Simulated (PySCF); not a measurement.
B(CF3)(Cl)(H) (CHBClF3), SMILES FC(F)(F)BCl.

Geometry optimised at B3LYP-D3(BJ)/def2-SVP. This is a generated structure with no PubChem entry under its InChIKey; it may be hypothetical.

Level of theory: M06-2X/def2-TZVP (PySCF).

| Quantity | Result |
|---|---|
| total energy | -823.35159 hartree |
| point group | Cs |
| highest occupied level | -10.77 eV |
| lowest empty level | -1.61 eV |
| orbital gap | 9.16 eV |
| dipole moment | 1.77 D |
| quadrupole, principal values (traceless, Buckingham form, about the centre of nuclear charge) | -1.68, 0.75, 0.93 D·Å |
| mean static polarisability | 38.3 bohr³ (5.68 Å³) |
| polarisability, principal values | 32.2, 35.2, 47.6 bohr³ |
